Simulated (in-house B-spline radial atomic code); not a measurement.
# How G0W0 and RPA depend on the start: Ga III (Ga2+)

Configuration [Ar] 3d10 4s1, highest spin. Computed with a B-spline radial code for spherical atoms: all electrons, non-relativistic, point nucleus, each spin shell either full or empty, empty states to l = 9 with an (l + 1/2)⁻⁴ tail; G0W0 by contour deformation at full frequency.

| start | mean-field 4s up (eV) | G0W0 (eV) | QP weight | RPA correlation (Eh) |
| --- | --- | --- | --- | --- |
| Hartree-Fock | -29.292 | -30.53 | 0.977 | -1.9855 |
| LDA VWN5 | -26.576 | -31.18 | 0.952 | -2.206 |
| PBE | -26.247 | -31.13 | 0.951 | -2.2007 |
| PBE0 | -27.152 | -30.96 | 0.961 | -2.1391 |
| r2SCAN | -26.600 | -31.06 | 0.958 | -2.162 |
| HSE06 | -26.862 | -31.00 | 0.958 | -2.1446 |
| B3LYP (VWN-RPA) | -27.186 | -31.04 | 0.959 | -2.154 |
| SCAN | -26.755 | -31.08 | 0.958 | -2.1615 |
| TPSS | -26.143 | ? | ? | ? |
| BHandHLYP | -28.107 | -30.84 | 0.968 | -2.0857 |
| CAM-B3LYP | -28.761 | -30.99 | 0.968 | -2.1299 |
| LC-wPBE | -30.03 | -30.98 | 0.973 | -2.1297 |
| wB97X | -29.348 | -30.90 | 0.972 | -2.1172 |
| PBEsol | -26.281 | -31.14 | 0.951 | -2.2022 |
| BLYP | -26.312 | -31.17 | 0.951 | -2.204 |
| r2SCAN0 | -27.459 | ? | ? | ? |
| LDA exchange-only | -25.637 | -31.22 | 0.950 | -2.2071 |

(1) What G0W0 level, weight and RPA correlation energy follow from the r2SCAN0 start?

(2) What G0W0 level, weight and RPA correlation energy follow from the TPSS start?

(3) How much of the dependence on the start does G0W0 remove?

Results:

(1) G0W0 level -30.91 eV, weight 0.964, RPA correlation -2.1139 hartree.

(2) G0W0 level -31.12 eV, weight 0.951, RPA correlation -2.1894 hartree.

(3) The mean-field levels span 4.39 eV and the G0W0 levels 0.689 eV. Against 30.726 eV (NIST, measured) the G0W0 removal energies are off by -0.19 to +0.49 eV, with relativity, Breit and QED terms left out.
